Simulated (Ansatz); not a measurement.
```xyz
3

S     0.0000    0.0000    0.0000
B     0.0000    1.4485    1.1114
F     0.0000   -1.2415    0.9527
```

Basis set: pcseg-2 (spherical functions). Charge 0, multiplicity 1.

Computed with Ansatz (development build ahead of 0.2.0); each method stands on the lowest determinant of its kind that the runs found. Restricted functionals stand beside restricted open-shell atoms, which can lie above the unrestricted atoms usual in DFT and then raise those values.

The atomization energy at this shape (free ground-state atoms in the same class of orbitals less the molecule, no zero-point energy) of singlet BSF:

```json
{"method": "ωB97X (restricted)", "atomization energy": "7.24 eV"}
```

Problem. What does ωB97X (unrestricted) give?

Solution. 7.12 eV. Caution for ωB97X (unrestricted): the unrestricted determinant is spin contaminated.

The shape needn't be a minimum at these levels.
